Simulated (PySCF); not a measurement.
BiCl2 (SMILES [Cl][Bi][Cl]), doublet, at a GFN2-xTB geometry (such geometries of metal compounds can be far from the true shape) (the spin is typed, not shown lowest) (core potentials on Bi). Base run: PySCF with B3LYP/def2-SVP.

Input for PySCF:
```python
from pyscf import gto, scf, dft

mol = gto.Mole()
mol.atom = '''
    Bi    0.31935808   -0.02910973    0.37116121
    Cl    0.59421202    0.41454246   -2.06120785
    Cl   -2.15343088   -0.27241847    0.24906782
'''
mol.basis = 'def2-svp'
mol.ecp = {'Bi': 'def2-svp'}
mol.spin = 1
mol.verbose = 4
mol.build()

mf = dft.UKS(mol)
mf.xc = 'b3lyp'
mf.kernel()
mf.analyze()
```

Each row names what was changed in the base input (with any setting that the change needs).

```tsv
change	ΔE vs base (mEh)	fitting functions	dipole (D)	outcome
base	0.000	-	4.04	converged
auxbasis = cc-pvqz-jkfit	-	-	-	input refused
exchange = seminumerical (SGX) (with mf = sgx.sgx_fit(mf, auxbasis='def2-universal-jfit'); with mf.with_df.dfj = True)	-0.219	160	4.04	converged
auxbasis = autoaux	0.042	519	4.04	converged
auxbasis = def2-universal-jfit	1428.5	160	3.95	converged
auxbasis = default (with mf = mf.density_fit())	0.000	507	4.04	converged
only_dfj = on; auxbasis = def2-universal-jfit	-0.229	160	4.04	converged
auxbasis = even-tempered beta=1.6	0.033	741	4.04	converged
auxbasis = even-tempered beta=2.0	-0.041	512	4.04	converged
auxbasis = even-tempered beta=3.0	-4.068	336	4.04	converged
```

A fitting set is made for a task (jfit for Coulomb, jkfit for Coulomb and exchange, ri for correlation) and for a family of orbital bases.

Open shells are given as the SCF converged; they aren't shown to be the lowest states, and a large step between rows can be another state.

- auxbasis = cc-pvqz-jkfit: ended with `pyscf.lib.exceptions.BasisNotFoundError: Basis set not found for Bi in cc-pvqz-jkfit`
